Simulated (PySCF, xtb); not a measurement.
Al(H)2(NHMe) (CH6AlN), SMILES C[NH][AlH2].

GFN2-xTB (xtb) at its own geometry gives an orbital gap of 4.31 eV and a dipole moment of 1.67 D.

The structure is a stationary point at B3LYP-D3(BJ)/def2-TZVP.

### Question
What does ωB97X/def2-TZVPD (PySCF) give? (The exact figures need the calculation; the answer reports its results.)

### Answer
gap 10.44 eV (levels -9.29 and 1.15 eV), dipole 1.10 D.
